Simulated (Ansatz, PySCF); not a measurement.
C2H13NSi3. Atoms are numbered in the order given.

```xyz
19

C     -0.9733    -2.3559    -0.2061
Si    -0.0773    -0.7176    -0.5244
C      1.6570    -0.7403     0.2418
Si     2.6420     0.8516     0.0196
Si    -1.3438     1.0421     0.3880
N     -3.0233     0.6653     0.0889
H     -0.4132    -3.2020    -0.6362
H     -1.0897    -2.5391     0.8745
H     -1.9754    -2.3459    -0.6648
H      0.0551    -0.5213    -2.0020
H      2.2320    -1.5823    -0.1828
H      1.5545    -0.9348     1.3242
H      3.9759     0.7675     0.6865
H      1.8915     1.9980     0.6141
H      2.8555     1.1363    -1.4298
H     -0.9597     1.2057     1.8360
H     -1.0599     2.3547    -0.2645
H     -3.3677    -0.2516     0.3603
H     -3.7309     1.3692     0.2832
```

The structure is a stationary point at B3LYP-D3(BJ)/def2-SVP. The structure was generated by enumeration; whether it is a known compound was not checked. One conformer was computed; it need not be the lowest.

Vertical ionisation energy (IE) and electron affinity (EA) in eV. Rows of orbital energies are one-electron estimates. Where ΔSCF, EOM or ADC give a negative EA the extra electron is unbound and the value depends on the basis.

```json
[
 {"level": "−ε(HOMO), −ε(LUMO), M06-2X/def2-TZVP (PySCF)", "IE": "8.32", "EA": "-0.53"},
 {"level": "−ε(HOMO), −ε(LUMO), PBE/def2-TZVP (PySCF)", "IE": "5.81", "EA": "0.99"},
 {"level": "ΔSCF, CAM-B3LYP/def2-SVPD (Ansatz), final states of multiplicity 2 and 2", "IE": "9.18", "EA": "-1.23"},
 {"level": "ΔSCF, PBE/def2-SVPD (Ansatz), final states of multiplicity 2 and 2", "IE": "8.61", "EA": "-0.80"}
]
```

Question: What vertical singlet–triplet gap does ΔSCF give with CAM-B3LYP/def2-SVPD (Ansatz, a first-principles code) and with PBE/def2-SVPD (Ansatz)? (Estimate from the structure and the level; the computed values follow.)

Answer: 5.69 and 4.85 eV (triplet above singlet where positive).
